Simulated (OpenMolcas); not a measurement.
# I VII: effect of the active space

- Program: OpenMolcas
- Method: CASSCF
- Basis: ANO-RCC-VQZP
- Scalar Hamiltonian: DKH2, point nucleus
- Spin-orbit coupling: RASSI with atomic mean-field integrals over the reference wave functions, term energies averaged over their components

A. 1 electron in 4 orbitals (5s 5p); 2S+1 = 2 even, 1 root; 2S+1 = 2 odd, 3 roots; cost roughly 10 core-seconds
B. 1 electron in 8 orbitals (5s 5p 6s 6p); 2S+1 = 2 even, 1 root; 2S+1 = 2 odd, 3 roots; cost roughly 14 core-seconds

Energies in cm-1 above 5s 2S 1/2, the measured ground level; measured values from Moore, Atomic Energy Levels, vol. III, NSRDS-NBS 35 (1971 reprint of NBS Circular 467, 1958).

```
     Level       A       B  Measured
 5s 2S 1/2     0.0     0.0       0.0
5p 2P* 1/2  104388  104388    104960
5p 2P* 3/2  116962  116962    119960
```

Deviations, from unrounded energies. A percentage is the sum of absolute deviations over the sum of measured energies, with the sign that they share, or ± where signs differ.

```json
{"Against measurement": "mean absolute deviation (cm-1)", "Levels": "2", "A": "1800", "B": "1800"}
{"Against measurement": "other configurations (%)", "Levels": "2", "A": "-1.6", "B": "-1.6"}
```

A, B lie about equally close to measurement. The largest miss of A in the table is 5p 2P* 3/2, by -3000 cm-1. The ranking rests on the paired levels alone, and a cruder setting can come out closer through cancelling errors.

Between A and B no level of the table moves by more than 5 cm-1.

With one active electron the reference holds no correlation, so core polarisation is missing. With one active electron outside closed inactive shells, the extra shells (6p 6s) add no correlation to the reference (holds for B). Measured partners are found by configuration, term and J. A level has none where our copy of the source lacks it or the pairing is in doubt (some pairs that miss far off the trend of their configuration count as doubtful), and it then counts in no deviation. Levels of configurations outside the active space are missing.

* marks odd parity.
